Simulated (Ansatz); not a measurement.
Mulliken charges of C₂HCl₅, SMILES `ClC(Cl)C(Cl)(Cl)Cl` from ωB97M-V/def2-TZVPP in Ansatz (PBE0-D4/def2-TZVP geometry).

```csv
atom,x (Å),y (Å),z (Å),charge (e)
Cl1,-1.038,-0.213,1.884,-0.029
C2,-0.775,0.018,0.160,-0.116
Cl3,-1.606,-1.228,-0.763,-0.029
C4,0.731,0.069,-0.184,-0.006
Cl5,1.540,-1.436,0.220,0.006
Cl6,0.894,0.402,-1.913,-0.008
Cl7,1.458,1.409,0.713,-0.008
H8,-1.204,0.978,-0.117,0.191
```

**Question.** By hand: the dipole of these point charges (1 e Å = 4.8032 D).

**Answer.** Σ q r = (-0.077, 0.203, -0.061) e Å, of length 0.226 e Å = 1.09 D.

**Question.** How does the dipole of the full density compare? (An estimate is asked.)

**Answer.** Ansatz gave: (-0.067, 0.163, -0.048) e Å, 0.88 D; the point charges give 1.24 times that, at 2° from its direction.

Point charges leave out the atoms' own dipoles, such as those of lone pairs, and Mulliken's split depends on the basis, so the two needn't agree.
